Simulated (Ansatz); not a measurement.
`[CH3][Sn]([NH2])([OH])[F]` → CH₃NH₂ + `[OH][Sn][F]` at 500 K and 1 bar (stannylene formation by 1,1-elimination).

Computed with Ansatz on PBE0-D4/def2-TZVP structures; ΔE is electronic, products minus reactants. CCSD(T)/CBS is the MP2 limit (def2-TZVPP, def2-QZVPP) plus CCSD(T) − MP2 in def2-TZVPP, frozen cores. Elements past krypton have def2 core potentials. For Sn outer-core shells are correlated without core-valence functions, which leaves a few kJ/mol of doubt a bond. One conformer a species, not always the lowest.

| species | CCSD(T)/CBS energy (Eh) | H − E (kJ/mol) | S (J/(mol·K)) |
| --- | --- | --- | --- |
| `[CH3][Sn]([NH2])([OH])[F]` | -485.44180 | 257.6 | 475.3 |
| CH₃NH₂ | -95.75281 | 191.8 | 270.3 |
| `[OH][Sn][F]` | -389.66871 | 64.5 | 325.7 |

H − E and S are ideal-gas, rigid-rotor, harmonic terms from PBE0-D4/def2-TZVP, for one conformer and one mirror image of each species. 1 Eh = 2625.50 kJ/mol, R = 8.31446 J/(mol·K).

Question: By hand: ΔE, ΔH, ΔS and ΔG.

Answer: ΔE = (-95.75281) + (-389.66871) − (-485.44180) = 0.02028 Eh = 53.2 kJ/mol. Δ(H − E) = 191.8 + 64.5 − 257.6 = -1.3, so ΔH = 51.9 kJ/mol. ΔS = 270.3 + 325.7 − 475.3 = 120.7 J/(mol·K). ΔG = 51.9 − 500 × (120.7)/1000 = -8.5 kJ/mol.

Question: By hand: the equilibrium constant, and the temperature at which ΔG would vanish if ΔH and ΔS stayed fixed.

Answer: log₁₀ K = −ΔG/(RT ln 10) = 0.9. ΔG = 0 at ΔH/ΔS = 430 K.

The number of gas molecules changes by +1, which sets the sign of ΔS. A doubt of 5 kJ/mol in ΔE shifts log₁₀ K by 0.5 here. Other conformers and mirror images would add mixing entropy, several J/(mol·K) or more a flexible species. Modes under 60 cm⁻¹, often nearly free rotors, make the harmonic entropy too high. These are equilibria of isolated gas molecules and say nothing of rates. Largest T1 diagnostic: 0.018 (customary marks: 0.02 for closed shells, 0.045 for open ones).
